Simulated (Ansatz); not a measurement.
Cost and result for the atomization energy of CH3BCl2S (`CSB(Cl)Cl`) (8 atoms, 7 bonds).

The species carries charge 0 and has multiplicity 1. All single points use the PBE0-D4/def2-TZVP geometry. It is one conformer, not always the lowest. Program: Ansatz. All runs use 4 threads of a server CPU on a shared host. Times are those of one run each, without the atoms' runs, and a repeat can differ threefold. Electronic energies, without spin–orbit coupling; frozen cores. CCSD(T)/CBS adds CCSD(T) − MP2 in def2-TZVPP to the MP2 limit, and its time is that of the two runs behind it. T1 = 0.012. HSE06 is the plane-wave form, built on full-range PBE exchange.

CCSD(T)/CBS is a level of theory with its own doubt, some kJ/mol a heavy atom from the limit and from the frozen cores, so smaller differences don't rank the functionals.

```json
{"level": "LDA (SPW92)/def2-TZVPP", "functions": "230", "wall time": "0.65 s", "atomization (kJ/mol)": "3355.2", "difference from CCSD(T)/CBS": "461.5", "per bond": "65.9"}
{"level": "revPBE-D4/def2-TZVPP", "functions": "230", "wall time": "0.95 s", "atomization (kJ/mol)": "2920.3", "difference from CCSD(T)/CBS": "26.6", "per bond": "3.8"}
{"level": "BLYP-D4/def2-TZVPP", "functions": "230", "wall time": "0.95 s", "atomization (kJ/mol)": "2881.4", "difference from CCSD(T)/CBS": "-12.3", "per bond": "-1.8"}
{"level": "PBE-D4/def2-TZVPP (with forces)", "functions": "230", "wall time": "1.1 s", "atomization (kJ/mol)": "2993.0", "difference from CCSD(T)/CBS": "99.3", "per bond": "14.2"}
{"level": "CCSD(T)/def2-SVP", "functions": "97", "wall time": "1.4 s", "atomization (kJ/mol)": "2749.5", "difference from CCSD(T)/CBS": "-144.2", "per bond": "-20.6"}
{"level": "HSE06-D4/def2-TZVPP", "functions": "230", "wall time": "1.6 s", "atomization (kJ/mol)": "2947.0", "difference from CCSD(T)/CBS": "53.3", "per bond": "7.6"}
{"level": "B2PLYP/def2-TZVPP", "functions": "230", "wall time": "2.2 s", "atomization (kJ/mol)": "2862.4", "difference from CCSD(T)/CBS": "-31.3", "per bond": "-4.5"}
{"level": "ωB97X-V/def2-TZVPP", "functions": "230", "wall time": "3.1 s", "atomization (kJ/mol)": "2915.1", "difference from CCSD(T)/CBS": "21.4", "per bond": "3.0"}
{"level": "B97M-V/def2-TZVPP", "functions": "230", "wall time": "3.3 s", "atomization (kJ/mol)": "2951.9", "difference from CCSD(T)/CBS": "58.2", "per bond": "8.3"}
{"level": "ωB97M-V/def2-TZVPP (with forces)", "functions": "230", "wall time": "4.4 s", "atomization (kJ/mol)": "2928.9", "difference from CCSD(T)/CBS": "35.2", "per bond": "5.0"}
{"level": "MP2/def2-QZVPP", "functions": "414", "wall time": "8.5 s", "atomization (kJ/mol)": "2950.4", "difference from CCSD(T)/CBS": "56.7", "per bond": "8.1"}
{"level": "CCSD(T)/def2-TZVPP", "functions": "230", "wall time": "34 s", "atomization (kJ/mol)": "2815.9", "difference from CCSD(T)/CBS": "-77.8", "per bond": "-11.1"}
{"level": "CCSD(T)/CBS(def2)", "functions": "–", "wall time": "42 s", "atomization (kJ/mol)": "2893.7", "difference from CCSD(T)/CBS": "0.0", "per bond": "0.0"}
```

In def2-TZVPP, CCSD(T) changes the Hartree–Fock value by +657.0 kJ/mol (the triples alone add +57.2 kJ/mol) and MP2 by +746.5 kJ/mol; breaking electron pairs costs correlation energy, which Hartree–Fock lacks. At CCSD(T), def2-SVP lies −144.3 kJ/mol from the extrapolated value and def2-TZVPP −77.8 kJ/mol: correlation converges slowly with the basis, and small sets miss more of it in the bonded molecule than in its fragments. From r2SCAN to r2SCAN0 (25 % exact exchange), in def2-TZVPP and without D4, the atomization energy moves by −46.3 kJ/mol: exact exchange takes away binding that semilocal exchange gives to molecules.
